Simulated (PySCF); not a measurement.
SrF, SMILES [F][Sr+], charge +1.

The structure is a stationary point at B3LYP-D3(BJ)/def2-TZVPD. The multiplicity is an assumed one; other spin states were not compared. The def2 effective core potentials stand for the cores of Sr; spin–orbit coupling is left out.

Two levels are set side by side: PBE/def2-TZVPD (PySCF) and HF/def2-TZVPD (PySCF). Same geometry, gas phase. Differences are taken from unrounded values.

```json
[
 {"quantity": "orbital gap (eV)", "PBE": "5.17"},
 {"quantity": "highest occupied level (eV)", "PBE": "-12.66"},
 {"quantity": "lowest empty level (eV)", "PBE": "-7.49"},
 {"quantity": "mean polarisability (bohr³)", "PBE": "17.5"}
]
```

Task: These are the PBE values. What does HF give? (The exact figures need the calculation; the answer reports its results.)

Result: 
```
quantity                         HF  PBE minus HF
---------------------------  ------  ------------
orbital gap (eV)              14.09         -8.92
highest occupied level (eV)  -19.03          6.37
lowest empty level (eV)       -4.94         -2.54
mean polarisability (bohr³)    13.2           4.4
```

PBE's occupied levels lie high since its potential decays too fast outside the molecule; exact exchange lowers them and widens the gap. PBE's more diffuse valence density responds more strongly to a field. Differences between two approximate levels are no errors against the true value.
